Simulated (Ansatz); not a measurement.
Correlation energies of C2H8AlNO by basis set

Cartesian coordinates in Å:
```
C -0.056 1.190 1.241
C 0.269 0.002 0.432
N 0.785 -1.016 1.036
O -1.681 0.072 -1.902
Al -0.002 -0.255 -1.621
H -1.114 1.423 1.089
H 0.155 1.095 2.313
H 0.488 2.046 0.832
H 0.993 -1.842 0.480
H 0.993 -1.039 2.031
H -2.298 -0.644 -2.035
H 0.444 -1.827 -1.625
H 1.023 0.795 -2.270
```

The species carries charge 0 and has multiplicity 1. The bonds changed during the relaxation, so this is another structure than the one it started from. The geometry is a stationary point of PBE0-D4/def2-TZVP. It is one conformer, not always the lowest. Frozen core, restricted reference, the Gaussian-basis code of Ansatz. CBS rows extrapolate triple and quadruple zeta; past MP2 they add the triple-zeta difference.

| basis | HF (Eh) | MP2 corr. |
| --- | --- | --- |
| def2-SVP | -451.41428 | -0.69939 |
| def2-TZVPP | -451.75040 | -0.87295 |
| def2-QZVPP | -451.76812 | -0.93619 |

**Question.** Estimate the CCSD correlation energy and the (T) correction in each basis where they were run (hartree).

**Answer.** 
```
     basis  CCSD corr.       (T)
  def2-SVP    -0.75520  -0.02035
def2-TZVPP    -0.91916  -0.03460
 CBS(def2)    -1.02924     as TZ
```
